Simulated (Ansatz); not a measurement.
The same path of AlBCl3H3O (9 atoms, charge 0, multiplicity 1) was run 3 times with different band settings. Made: Cl2–B5.

The calculation used UKS B3LYP/6-31G in Ansatz 0.2.0.

Relaxed end points:

```xyz
9
Properties=species:S:1:pos:R:3
Al 0.188 -1.563 0.368
Cl 2.400 -1.286 0.589
H -0.228 -2.364 -0.956
H -0.656 -1.516 1.713
B -0.328 1.580 -0.071
O -0.252 0.263 -0.536
Cl -0.620 2.883 -1.265
Cl -0.157 1.891 1.659
H -0.347 0.112 -1.499
```

```xyz
9
Properties=species:S:1:pos:R:3
Al 0.019 -1.613 0.094
Cl 1.820 -0.028 0.526
H 0.280 -2.362 -1.281
H -0.509 -2.209 1.467
B 0.258 1.252 0.012
O -0.727 0.130 -0.224
Cl 0.672 2.156 -1.538
Cl -0.194 2.292 1.461
H -1.620 0.382 -0.515
```

Common settings: movable images 9; climbing image yes; optimiser quadratic models (default); start path through a guess of the saddle point; end points relaxed.

| run | spring | force threshold | iteration limit |
| --- | --- | --- | --- |
| 1 | 5.0 eV/Å² | 0.03 eV/Å | 47 |
| 2 | 5.0 eV/Å² | 0.5 eV/Å | 51 |
| 3 | 20.0 eV/Å² | 0.03 eV/Å | 59 |

(1) What does each run give, and how far can it be trusted?

Answers

(1) Run 1: converged after 16 iterations, highest image 0.213 eV above the first end. A vibrational analysis at the climbing image gives one clearly imaginary mode, 136i cm⁻¹: a first-order saddle point.
Run 2: converged after 7 iterations, highest image 0.231 eV above the first end. The threshold of 0.5 eV/Å is loose, so the images may lie well off the minimum-energy path. The order of the stationary point at the top wasn't checked.
Run 3: converged after 15 iterations, highest image 0.213 eV above the first end. Another band between the same ends (9 images) ends at a top of the same energy, where a vibrational analysis finds 1 clearly imaginary mode.
Limits of this set-up: no polarisation functions.
